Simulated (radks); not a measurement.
Results of a calculation; reference values are marked as such.
Valence configurations of Cr+ (all share [Ar]). Code: a radial shooting solver on a logarithmic mesh with Libxc functionals. Model: scalar-relativistic Kohn-Sham, PBEsol, spin-unpolarised, spherical densities, point nucleus. Energies are relative to 3d5; eigenvalues in eV.

| valence | E (eV) | e(3d) | e(4p) | e(4s) |
|---|---|---|---|---|
| 3d5 | 0.000 | -9.844 | - | - |
| 3d4.5 4s0.5 | 0.266 | -11.696 | - | -10.600 |
| 3d4 4s1 | 1.137 | -13.830 | - | -11.406 |
| 3d4.5 4p0.5 | 2.363 | -12.318 | -6.793 | - |
| 3d3 4s2 | 5.172 | -18.878 | - | -13.073 |
| 3d4 4p1 | 5.576 | -15.069 | -7.692 | - |
| 3d3.5 4p1.5 | 9.792 | -18.066 | -8.538 | - |
| 3d3 4s1 4p1 | 10.122 | -20.105 | -8.785 | -13.774 |
| 3d3 4p2 | 15.148 | -21.280 | -9.345 | - |
| 3d2.5 4s0.5 4p2 | 19.087 | -24.125 | -9.873 | -15.209 |

NIST lists [Ar] 3d5 as the ground configuration; this level of theory agrees among the configurations tried. The energies are those of spherical spin-averaged densities, not of single terms.
